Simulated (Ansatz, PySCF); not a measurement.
This PySCF input computes a CCSD(T)/cc-pVDZ energy:

```python
from pyscf import gto, scf, mp, cc as ccmod

mol = gto.M(
    atom='''
    O    -0.00000000   -0.00000000   -1.26121009
    B     0.00000000    0.00000000    0.00000000
    O     0.00000000    0.00000000    1.26121009
    ''',
    basis='cc-pvdz',
    charge=0,
    spin=1,
    symmetry='D2h',
    verbose=4,
)

mf = scf.UHF(mol)
mf.conv_tol = 1e-10
mf.max_cycle = 100
mf.kernel()
mp2 = mp.MP2(mf, frozen=3).run()
cc = ccmod.CCSD(mf, frozen=3)
cc.max_cycle = 100
cc.kernel()
et = cc.ccsd_t()
print(f'E(CCSD(T)) = {cc.e_tot + et:.9f}')
```

**Question.** Write an input for the same energy in Ansatz (a program for electronic structure) and say what it gives.

**Answer.** 
Ansatz 0.2 input:
```yaml
crystal:
  periodic: [false, false, false]
  atoms:
    - {symbol: O, position_ang: [-0.00000000, -0.00000000, -1.26121009]}
    - {symbol: B, position_ang: [0.00000000, 0.00000000, 0.00000000]}
    - {symbol: O, position_ang: [0.00000000, 0.00000000, 1.26121009]}
basis:
  gaussian:
    orbitals: cc-pVDZ
magnetization: {spin_polarized: true, initial_magnetization: 1}
correlation: {method: ccsd_t, electrons: outside_noble_gas}
```
It gives -174.87709 Eh, and PySCF -174.87709 Eh, a difference of 0.00 mEh.

It need not be the lowest isomer of its formula.
